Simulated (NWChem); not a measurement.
CH$_{3}$NOSi; SMILES N#CO[SiH3]

Program: NWChem. Pople sets run with spherical d functions. All runs use the structure optimised with B3LYP/6-31G* (spherical d). Level: M06-2X/6-31G* with SMD (1 M gas to 1 M solution), gas-phase geometry. Reactions with the solvent are ignored.

For solvent acetonitrile:

```yaml
solvation free energy (kcal/mol): -3.6
dipole in solution (D): 5.56
```

Task: Estimate the same quantities for solvent 1,4-dioxane.

Result: 
| Quantity | Value |
|---|---|
| solvation free energy (kcal/mol) | -0.7 |
| dipole in solution (D) | 5.09 |
